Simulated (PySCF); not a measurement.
Job for PySCF: R-M06-2X/6-31G* on GeH4SSi (SMILES [SiH3][Ge][SH]), a point of a torsion scan.

```python
from pyscf import gto, scf, dft, mp
from pyscf.data.elements import chemcore

mol = gto.M(
    atom='''
    Si    0.98732254   -0.09118252    0.04444251
    Ge   -0.62653941    1.72143349   -0.24850821
    S    -2.48293108    0.46285034   -0.30363272
    H     0.71493526   -1.30826907   -0.73984158
    H     2.34942757    0.33246418   -0.30318758
    H     1.04324463   -0.54460116    1.44406612
    H    -2.00984197   -0.77056378   -0.17632416
    ''',
    basis='6-31g*',
    cart=True,
    charge=0, spin=0, verbose=3, max_memory=1800)
mf = dft.RKS(mol, xc='m062x')
mf.conv_tol = 1e-8
mf.max_cycle = 100
mf.kernel()
if not mf.converged:
    mf = mf.newton().run(mf.mo_coeff, mf.mo_occ)
```

What total energy does the run end on?

-2766.7156 hartree.
